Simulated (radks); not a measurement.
Q: The table gives one normalised radial function P(r) = r R(r) (large component) of Dy65+ in 1s1 (r in bohr). Calculated with a radial shooting solver on a logarithmic mesh with Libxc functionals: Dirac Kohn-Sham, relativistic LDA (MacDonald-Vosko exchange, VWN5 correlation), spin-unpolarised, spherical densities, finite nucleus; Fermi nuclear charge, rms radius 5.2218 fm.

| r | P |
|---|---|
| 0.002131 | 0.9603 |
| 0.002582 | 1.0986 |
| 0.003104 | 1.2409 |
| 0.003761 | 1.3960 |
| 0.004521 | 1.5458 |
| 0.005477 | 1.6945 |
| 0.006637 | 1.8227 |
| 0.007978 | 1.9101 |
| 0.009666 | 1.9426 |
| 0.01162 | 1.8925 |
| 0.01408 | 1.7260 |
| 0.01692 | 1.4293 |
| 0.0205 | 0.9538 |
| 0.02465 | 0.3316 |
| 0.02986 | -0.4734 |
| 0.0359 | -1.3421 |
| 0.04349 | -2.2516 |
| 0.05228 | -2.9983 |
| 0.06335 | -3.4987 |
| 0.07614 | -3.6000 |
| 0.09226 | -3.2770 |
| 0.1109 | -2.6350 |
| 0.1344 | -1.8049 |
| 0.1615 | -1.0621 |
| 0.1957 | -0.4970 |
| 0.2352 | -0.1898 |
| 0.285 | -0.0519 |

Which n and l does it have? It may be an empty orbital.

A: n = 2, l = 0: the number of nodes gives n - l - 1 = 1, the rise at small r points to l (this Dirac orbital starts outside the nucleus as r^gamma with gamma = sqrt((l + 1)^2 - (Z/c)^2) = 0.88; the j = 1/2 orbital of l + 1 starts with the same power, but with a smaller coefficient, and then steepens), and the extent must fit the shell. The curve is that of 2s1/2. 2s1/2 (empty): eigenvalue -15694.8 eV, 1 radial node at r = 0.0268 bohr, <r> = 0.0835 bohr, 90 % of the charge inside 0.129 bohr.
